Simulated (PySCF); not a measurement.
Geometry:
| atom | x (Å) | y (Å) | z (Å) |
| --- | --- | --- | --- |
| Si1 | 0.152 | -1.124 | 1.160 |
| O2 | 0.800 | -2.089 | 0.008 |
| O3 | -1.382 | -1.591 | 1.509 |
| O4 | 1.018 | -1.167 | 2.555 |
| O5 | 0.157 | 0.443 | 0.578 |
| Si6 | -0.164 | 1.057 | -0.906 |
| O7 | -1.678 | 1.650 | -1.135 |
| O8 | 0.887 | 2.289 | -1.208 |
| O9 | -0.012 | -0.240 | -1.935 |
| H10 | 0.607 | -1.764 | -0.887 |
| H11 | -1.782 | -1.196 | 2.288 |
| H12 | 1.957 | -0.978 | 2.484 |
| H13 | -1.780 | 2.595 | -0.990 |
| H14 | 1.725 | 2.245 | -0.739 |
| H15 | -0.540 | -0.206 | -2.739 |

Geometry: PBE0-D3(BJ)/def2-SVP; GIAO shifts from PySCF 2.14.0 with density-fitted response routines, gas phase, non-relativistic, averaged over equivalent atoms.

At wB97X-D/pcSseg-1 (197 basis functions, 39 s wall time on 1 thread of an Arm Neoverse V1, shared host):
```tsv
atoms	δ (ppm)
Si1/Si6	-70.6
O5	94.4
O2/O3/O4/O7/O8/O9	47.5
H10/H11/H12/H13/H14/H15	2.28
```

Referencing at the same level of theory: $^{29}$Si (σref 352.93), $^{1}$H (σref 31.38) against TMS; H2O for $^{17}$O (σref 333.19).

Q: Predict the values at PBE0/pcSseg-1 on the same geometry.

A: 
```json
{"atoms": "Si1/Si6", "δ at PBE0/pcSseg-1": "-71.1", "change": "-0.5"}
{"atoms": "O5", "δ at PBE0/pcSseg-1": "100.4", "change": "+6.0"}
{"atoms": "O2/O3/O4/O7/O8/O9", "δ at PBE0/pcSseg-1": "50.9", "change": "+3.4"}
{"atoms": "H10/H11/H12/H13/H14/H15", "δ at PBE0/pcSseg-1": "2.25", "change": "-0.03"}
```

Shifts are taken against calculated references (same method and geometry level): $^{29}$Si (351.99 ppm), $^{1}$H (31.27 ppm) against TMS; $^{17}$O (334.56 ppm) vs H2O.

The largest change is at O5 (oxygen bonded to 2 Si). Cost: 197 basis functions, 38 s wall time on 1 thread of an Arm Neoverse V1, shared host.

The averaged H atoms aren't alike in the static structure (σ from 27 to 30 ppm); the average presumes fast exchange among these sites. Experimental scales use liquid or dissolved standards, which lie at an offset from isolated H2O (liquid H2O: subtract about 36 ppm).
